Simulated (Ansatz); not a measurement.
Method: Ansatz (an electronic-structure program) with frozen-core CCSD(T)/def2-TZVPP // CAM-B3LYP-D3(BJ)/def2-TZVP.

Ansatz 0.2 input:
```yaml
crystal:
  periodic: [false, false, false]
  atoms:
    - { symbol: B, position_ang: [0.70501, 0.093371, -0.019367] }
    - { symbol: N, position_ang: [-0.716755, -0.094736, 0.019505] }
    - { symbol: H, position_ang: [1.399183, -0.592833, 0.675008] }
    - { symbol: H, position_ang: [1.158454, 0.931524, -0.745186] }
    - { symbol: H, position_ang: [-1.341984, 0.468907, 0.60386] }
    - { symbol: H, position_ang: [-1.204288, -0.806238, -0.533817] }
basis:
  gaussian: { orbitals: def2-TZVPP }
correlation:
  method: ccsd_t
total_charge: 1
magnetization:
  spin_polarized: true
  initial_magnetization: 1
```

Output:

```
Functional definition: HF
682 factors; integrals over basis functions are off by at most 1.3e-3 eV
mean field evaluation 1: about -2201.7834 eV, gradient 3.8e1 eV
mean field evaluation 2: about -2201.7842 eV, gradient 3.8e1 eV
mean field evaluation 4: about -2208.6083 eV, gradient 4.4e0 eV
mean field evaluation 8: about -2209.3049 eV, gradient 1.9e-1 eV
mean field evaluation 16: about -2208.6086 eV, gradient 4.4e0 eV
mean field evaluation 32: about -2202.2608 eV, gradient 1.6e1 eV
mean field evaluation 64: about -2202.5465 eV, gradient 1.2e-2 eV
mean field evaluation 96: about -2203.5322 eV, gradient 2.1e-3 eV
mean field -2209.30561231 eV, -81.1904837312 hartree, gradient 1.5e-6 eV, S^2 0.765321; 1 other end points of the search recorded, 0 dependent functions left out
2 core orbitals not correlated
reference -2209.30561231 eV, -81.1904837312 hartree; 6, 5 occupied and 110, 111 virtual orbitals, 682 factors
second order -7.30059766 eV of doubles, -0.00000000 eV of singles
cycle   1  -7.89220341 eV  change   -5.9e-1 eV  update   6.6e-2
cycle   2  -8.15572649 eV  change   -2.6e-1 eV  update   2.6e-2
cycle   3  -8.20374393 eV  change   -4.8e-2 eV  update   1.9e-2
cycle   4  -8.21008607 eV  change   -6.3e-3 eV  update   1.2e-2
cycle   5  -8.21583272 eV  change   -5.7e-3 eV  update   4.6e-3
cycle   6  -8.21582962 eV  change    3.1e-6 eV  update   1.1e-3
cycle   7  -8.21589702 eV  change   -6.7e-5 eV  update   4.1e-4
cycle   8  -8.21589249 eV  change    4.5e-6 eV  update   1.3e-4
cycle   9  -8.21584134 eV  change    5.1e-5 eV  update   5.9e-5
cycle  10  -8.21586022 eV  change   -1.9e-5 eV  update   3.1e-5
cycle  11  -8.21586436 eV  change   -4.1e-6 eV  update   1.6e-5
cycle  12  -8.21585805 eV  change    6.3e-6 eV  update   6.7e-6
perturbative correction -0.23966573 eV, -0.0088075531 hartree
Total energy: -2217.76113609 eV, -81.5012184989 hartree
```

Cost: about 26 core-seconds (a rough figure).
